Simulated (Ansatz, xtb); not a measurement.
## Ranking isomers of H2OSSi2

7 gas-phase structures of H2OSSi2, found in a search over its isomers (lower ones may exist). Each was relaxed with GFN2-xTB; where two conformers were screened, the lower at r2SCAN-D4/def2-SVP is listed:

A. a singlet given by its coordinates
B. `O=[Si-]([SiH2+])=S`, a singlet
C. `O[Si][SiH]=S`, a singlet
D. `[SiH]O[SiH]=S`, a singlet
E. a singlet given by its coordinates
F. `O=[SiH][SiH]=S`, a singlet
G. `O=[Si]1[SiH2]S1`, a singlet

A (Å):

```xyz
6

O    -2.7798    1.4032    0.0058
S    -0.3367    2.2775    0.7932
Si   -1.6112    0.5361    0.7821
Si   -2.2093    2.9475   -0.2253
H    -2.0964    0.1773    2.0968
H    -1.1419   -0.5053   -0.1060
```

Close contacts (Å): O1–Si3 1.65, O1–Si4 1.66, S2–Si3 2.16, S2–Si4 2.23, Si3–H5 1.45, Si3–H6 1.45.

E (Å):

```yaml
atoms:
  - { symbol: O, position_ang: [-0.6240, 2.4710, -0.1514] }
  - { symbol: S, position_ang: [-4.5200, 0.2746, -1.0411] }
  - { symbol: Si, position_ang: [-2.9637, 0.4944, 0.1743] }
  - { symbol: Si, position_ang: [-0.8220, 1.4777, 0.9775] }
  - { symbol: H, position_ang: [-1.2980, 1.8765, 2.3145] }
  - { symbol: H, position_ang: [-0.0659, 0.2153, 1.0679] }
```

Close contacts (Å): O1–Si4 1.52, S2–Si3 1.99, Si3–Si4 2.49, Si4–H5 1.47, Si4–H6 1.47.

Task: Which do you expect lowest at r2SCAN-D4/def2-SVP, and how would the others follow?

Result: Calculated order at r2SCAN-D4/def2-SVP: A (0.0), D (37.8), G (40.3), C (59.9), F (63.7), E (66.5), B (83.3) kcal/mol.

Energies above the lowest of each column, in kcal/mol:

| structure | GFN2-xTB | HF/STO-3G | r2SCAN-D4/def2-SVP |
| --- | --- | --- | --- |
| A | 0.0 | 0.0 | 0.0 |
| D | 9.8 | 64.0 | 37.8 |
| G | 27.0 | 91.2 | 40.3 |
| C | 40.0 | 91.5 | 59.9 |
| F | 9.8 | 104.9 | 63.7 |
| E | 24.5 | 129.3 | 66.5 |
| B | 39.8 | 155.5 | 83.3 |

Every level run on A puts it lowest or level with the lowest. Some further structures that were screened fall inside this span and aren't listed. Flexible structures stand in one conformer each, not always the lowest. Frequencies (BLYP-D3(BJ)/def2-SVP) were run for A alone.

Over these structures GFN2-xTB departs from r2SCAN-D4/def2-SVP by 15.3 kcal/mol on average once a common shift is removed. A GFN2-xTB relaxation took about 0.3 s and the r2SCAN-D4/def2-SVP energy about 1.2 s on a shared host (Ansatz 0.2.0, xtb 6.7.1).
